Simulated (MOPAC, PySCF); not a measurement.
Energy landscape of H₄AlN, singlet: twist about the double or partial double bond, both ends planar. Scanned: twist about the central bond. Other coordinates (Al-N length, H-Al-N angle, H-N-Al angle, Al-H length, N-H length) were minimised at PBE0/def2-TZVP.

Levels: AM1, restricted, heats of formation (MOPAC); CCSD(T) on RHF/cc-pVTZ, 6 core orbitals frozen (PySCF).

Energies relative to the lowest point of each profile, in kJ/mol:

```csv
at / °,AM1
0,0.00
7.50,1.27
22.50,10.93
30,18.49
37.50,27.64
45,38.22
52.50,49.43
60,60.63
67.50,71.01
75,79.59
82.50,85.32
90,87.16
```

### Question
Estimate the CCSD(T) values at these points.

### Answer
0: 0.00; 7.50: 0.77; 22.50: 6.64; 30: 11.46; 37.50: 17.16; 45: 23.41; 52.50: 29.81; 60: 35.92; 67.50: 41.30; 75: 45.52; 82.50: 48.21; 90: 49.15 (kJ/mol).

Near 90° the triplet can lie below this singlet.
